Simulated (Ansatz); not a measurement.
`C[SiH2]O[SiH2]Cl`, charge 0, multiplicity 1.

Give a relaxed structure at PBE0-D4/def2-TZVP (Ansatz 0.2.0). (An estimate is asked.)

Ansatz gave: 
Cartesian coordinates in Å:
```
C 1.899 0.056 0.263
Si 0.347 1.059 0.440
O -0.852 0.443 -0.511
Si -1.944 -0.737 -0.679
Cl -1.105 -2.556 -0.211
H 2.240 0.044 -0.775
H 1.734 -0.976 0.582
H 2.696 0.481 0.879
H -0.118 1.061 1.854
H 0.559 2.460 -0.003
H -2.377 -0.794 -2.089
H -3.080 -0.540 0.248
```
This is one stationary point; other conformers may exist.
